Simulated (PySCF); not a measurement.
Si(Cl)(Me)(SiH3)2 (CH9ClSi3), SMILES C[Si]([SiH3])([SiH3])Cl.

The structure is a stationary point at PBE0-D3(BJ)/def2-SVP.

Two levels are set side by side: PBE/def2-TZVP (PySCF) and M06-2X/def2-TZVP (PySCF). Same geometry, gas phase. Differences are taken from unrounded values.

```
quantity                     M06-2X    PBE  PBE minus M06-2X
---------------------------  ------  -----  ----------------
orbital gap (eV)               8.76   5.02             -3.74
highest occupied level (eV)   -8.57  -6.50              2.08
lowest empty level (eV)        0.19  -1.48             -1.67
dipole moment (D)              1.85   1.70             -0.15
mean polarisability (bohr³)   110.9  116.1               5.3
```

Without exact exchange PBE keeps part of each electron's self-repulsion, which lifts occupied levels and narrows the gap. PBE's more diffuse valence density responds more strongly to a field. Differences between two approximate levels are no errors against the true value.

Rough cost on one machine, each run with all the roots and properties that it gave: M06-2X against PBE about 3 times.
